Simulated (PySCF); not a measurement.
# How exact exchange moves a shielding

Molecule: `O(B(C)F)CF`, C2H5BF2O.

Bonds (- single, = double, # triple, : aromatic): C1-B2 1.558 Å, B2-F3 1.335 Å, B2-O4 1.361 Å, O4-C5 1.384 Å, C5-F6 1.358 Å. C1 carries H7, H8, H9; C5 carries H10, H11.

GIAO shieldings (ppm, equivalent atoms averaged) in PySCF 2.14.0 with density-fitted response routines on the PBE0-D3(BJ)/def2-SVP geometry, basis pcSseg-2, gas phase, non-relativistic:

```tsv
functional	exact exchange (%)	σ(C5)	σ(B2)	σ(F3)	σ(F6)
BLYP	0	71.9	60.1	247.8	320.2
BP86	0	76.8	62.9	245.9	324.7
PBE	0	76.7	62.1	244.0	322.9
B3LYP	20	78.8	64.5	262.1	334.2
PBE0	25	84.8	67.5	262.7	339.6
BHandHLYP	50	88.1	71.0	281.4	350.4
HF	100	102.9	82.6	309.3	372.2
```

Question: Fit each shielding as a line in the percentage of exact exchange.

Answer: σ(C5) = 75.2 + 0.28 x (rms 2.0 ppm); σ(B2) = 61.5 + 0.21 x (rms 1.0 ppm); σ(F3) = 246.9 + 0.64 x (rms 1.9 ppm); σ(F6) = 323.8 + 0.50 x (rms 2.1 ppm). The functionals also differ in their semilocal parts, which the line can't hold; Hartree–Fock has no correlation at all.

Question: What does the line predict for mPW1PW91 (25 %), and what does the run give?

Answer: σ(C5): 82.2 predicted, 84.2 computed; σ(B2): 66.8 predicted, 67.5 computed; σ(F3): 262.9 predicted, 263.8 computed; σ(F6): 336.3 predicted, 340.3 computed ppm.
